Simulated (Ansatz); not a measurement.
Ansatz results at the PBE0-D4/def2-TZVP geometry: HOMO energy (PBE0/def2-TZVPP) -7.87 eV; HOMO–LUMO gap (ωB97M-V/def2-TZVPP) 10.59 eV; HOMO–LUMO gap (PBE/def2-TZVPP) 4.40 eV.

Each molecule was computed in one conformer, which needn't be the lowest.

Problem. Which molecule gave them?
A. `CC/C=C/C(C)(C)C`
B. `O=S1CC1`
C. `C#CCS(=O)(=O)c1ccccc1`
D. `N#Cc1ccncc1`

Solution. C. The others give `O=S1CC1`: -7.27, 11.85, 5.34; `CC/C=C/C(C)(C)C`: -6.94, 11.70, 5.46; `N#Cc1ccncc1`: -8.14, 10.36, 3.46.
